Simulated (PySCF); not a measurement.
Polarisability and C₆ of Ag⁺ (silver, charge +1)

[Kr] 4d9 5s1, high-spin 3D determinant (an excited configuration). Calculation: PySCF 2.14, in aug-cc-pVTZ-PP with one added diffuse shell each of s, p, d, f, g type with ECP28MDF (7s7p6d4f3g, 113 functions); a scalar-relativistic core potential. Coupled (time-dependent) response in atomic units; α is the mean over directions.

| method | mean α (bohr³) | α xx, yy, zz | C₆ (like pair) | S(−4) |
| --- | --- | --- | --- | --- |
| UHF | 33.96 | 34.90, 34.90, 32.06 | 209.8 | 946.9 |
| PBE | 23.48 | 23.72, 23.72, 22.99 | 147.1 | 343.1 |
| PBE0 | 25.11 | 25.46, 25.46, 24.40 | 155.6 | 421.4 |

S(−4) is the Cauchy moment in α(ω) = α(0) + S(−4) ω² + …

Spin-orbit coupling is absent.

α(iu) at UHF:

```
u (hartree)  α(iu) (bohr³)
          0          33.96
     0.0500          31.77
      0.100          26.89
      0.200          17.82
      0.300          12.61
      0.500          7.922
      0.750          5.479
       1.00          4.186
       1.50          2.768
       2.00          1.985
       3.00          1.159
       5.00         0.5219
```

A single London oscillator, α(iu) = α/(1 + u²/ω²), gives C₆ = (3/4) ω α². Matching the computed C₆ needs ω = 4 × 209.8 / (3 × 33.96²) = 0.243 hartree.

For an ion, C₆ is the dispersion term alone; charge-induced terms of lower order in 1/R come first.

The components differ because the open shell of this determinant is not spherical; for a pure term their mean is the scalar polarisability.

Energies and moments cover only the electrons outside the core potential.
